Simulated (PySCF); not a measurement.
**Mn²⁺ (manganese, charge +2) across methods**

[Ar] 3d5, high-spin 6S determinant. Calculation: PySCF 2.14, in aug-cc-pwCVTZ-DK with one added diffuse shell each of s, p, d, f, g type (11s10p8d5f4g, 152 functions); the spin-free X2C one-electron Hamiltonian (Gaussian nucleus).

```
method  E (hartree)  mean ε 3p α (eV)  mean ε 3p β (eV)  mean ε 3d α (eV)  Σ⟨r²⟩ (bohr²)   ⟨S²⟩
   LDA    -1155.241           -73.940           -68.940           -26.082          16.36  8.750
   UHF  -1156.61661           -92.247           -78.573           -34.821          15.86  8.751
   PBE    -1157.449           -74.047           -68.793           -25.877          16.35  8.750
  PBE0    -1157.489           -78.791           -71.616           -28.266          16.17  8.750
```

(1) Estimate the same row for r2SCAN.

Answers

(1) E (hartree) = -1157.668; mean ε 3p α (eV) = -76.196; mean ε 3p β (eV) = -69.350; mean ε 3d α (eV) = -26.191; Σ⟨r²⟩ (bohr²) = 16.16; ⟨S²⟩ = 8.750.
